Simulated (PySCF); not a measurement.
Bi(Me)2(SiH3) (C2H9BiSi), SMILES [CH3][Bi]([CH3])[SiH3].

Geometry: B3LYP-D3(BJ)/def2-SVP. The structure was generated by enumeration; whether it is a known compound was not checked. The def2 effective core potentials stand for the cores of Bi; spin–orbit coupling is left out.

Computed with B3LYP-D3(BJ)/def2-SVP run with PySCF.

Frequencies are harmonic and unscaled.

### Question
List the normal modes with their intensities. (An estimate is asked for; the answer gives what the named calculation found.)

### Answer

```tsv
mode	ν (cm⁻¹)	IR (km/mol)	Raman (Å⁴/amu)	depolarisation	moving atoms (share of kinetic energy)
1	72	0.1	0.8	0.75	H 84 %, C 11 %
2	94	0.1	1.1	0.75	H 83 %, C 8 %
3	101	0.0	1.8	0.68	H 82 %, C 15 %
4	118	0.6	2.6	0.63	H 39 %, C 36 %, Si 17 %
5	119	0.3	2.2	0.75	H 58 %, C 32 %, Si 9 %
6	150	0.3	5.1	0.75	C 57 %, H 37 %
7	272	2.2	29.1	0.26	Si 78 %, Bi 13 %, H 9 %
8	450	4.1	38.5	0.08	C 70 %, H 23 %
9	451	7.0	20.6	0.75	C 64 %, H 27 %
10	466	14.6	17.7	0.75	H 79 %, C 12 %, Si 9 %
11	478	12.6	18.2	0.50	H 83 %, Si 9 %
12	695	2.7	0.3	0.75	H 89 %, C 11 %
13	742	0.2	1.9	0.75	H 86 %, C 13 %
14	756	46.7	2.5	0.75	H 86 %, C 14 %
15	792	19.0	4.4	0.75	H 82 %, C 17 %
16	862	380.2	0.4	0.75	H 91 %, Si 9 %
17	946	36.3	26.2	0.75	H 97 %
18	946	38.9	24.7	0.75	H 97 %
19	1175	10.3	11.8	0.75	H 83 %, C 16 %
20	1189	5.1	16.6	0.07	H 84 %, C 16 %
21	1431	1.1	22.7	0.75	H 94 %
22	1434	4.1	0.6	0.75	H 94 %
23	1440	5.9	5.4	0.61	H 95 %
24	1440	3.9	19.5	0.68	H 95 %
25	2184	99.2	233.4	0.00	H 99 %
26	2200	108.3	115.7	0.63	H 96 %
27	2202	104.5	139.1	0.75	H 96 %
28	3046	13.8	244.9	0.02	H 98 %
29	3047	16.8	6.6	0.75	H 98 %
30	3161	5.2	134.5	0.74	H 90 %, C 10 %
31	3161	1.9	60.8	0.75	H 90 %, C 10 %
32	3169	4.3	106.9	0.73	H 90 %, C 10 %
33	3169	4.1	3.9	0.75	H 90 %, C 10 %
```
